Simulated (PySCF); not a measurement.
Hf(Cl)2(OH) (Cl2HHfO), SMILES [OH][Hf+]([Cl])[Cl], charge +1, multiplicity 1. Atoms are numbered in the order given.

```xyz
5

Hf    -0.2636     0.2450     0.0000
Cl     0.3160    -1.0002     1.8312
Cl     0.3160    -1.0002    -1.8312
O      0.8309     1.7503     0.0000
H      1.5892     2.3659     0.0000
```
Charge +1, spin multiplicity 1.

Geometry: PBE-D3(BJ)/def2-SVP. The spin state was assumed, not searched. The isomer is the one that the SMILES or the coordinates give; other isomers of the formula were not compared. The def2 effective core potentials stand for the cores of Hf; spin–orbit coupling is left out. Other conformers were not sampled.

The numbers are results of TDA-ωB97X/def2-SVPD (PySCF), not measurements.

Vertical excitations.  State labels are in the subgroup Cs.

Question: List the lowest excited states. (Estimate from the structure and the level; the computed values follow.)

Answer: 
| state | symmetry | energy (eV) | λ (nm) | f | main pairs |
|---|---|---|---|---|---|
| S1 | A" | 5.10 | 243 | 0.003 | HOMO→LUMO 91 % |
| S2 | A" | 5.41 | 229 | 0.024 | HOMO−1→LUMO 91 % |
| S3 | A' | 5.56 | 223 | 0.011 | HOMO−2→LUMO 85 % |
| S4 | A' | 5.72 | 217 | 0.002 | HOMO→LUMO+1 86 % |
| S5 | A' | 6.00 | 207 | 0.013 | HOMO−3→LUMO 81 % |
| S6 | A" | 6.01 | 206 | 0.000 | HOMO→LUMO+2 42 %, HOMO−2→LUMO+1 37 %, HOMO−1→LUMO+2 12 % |
| S7 | A" | 6.19 | 200 | 0.003 | HOMO−4→LUMO 87 % |
| S8 | A' | 6.29 | 197 | 0.023 | HOMO−1→LUMO+1 61 %, HOMO−2→LUMO+2 15 % |
| S9 | A" | 6.46 | 192 | 0.000 | HOMO−1→LUMO+2 70 % |
| S10 | A' | 6.52 | 190 | 0.005 | HOMO−5→LUMO 51 %, HOMO−6→LUMO 40 % |
| T1 | A" | 5.02 | 247 | 0 | HOMO→LUMO 90 % |
| T2 | A" | 5.24 | 237 | 0 | HOMO−1→LUMO 85 % |
| T3 | A' | 5.40 | 230 | 0 | HOMO−2→LUMO 74 %, HOMO−1→LUMO+1 12 % |
| T4 | A' | 5.53 | 224 | 0 | HOMO→LUMO+1 72 %, HOMO−3→LUMO 14 % |
Triplets are in the Tamm–Dancoff approximation.
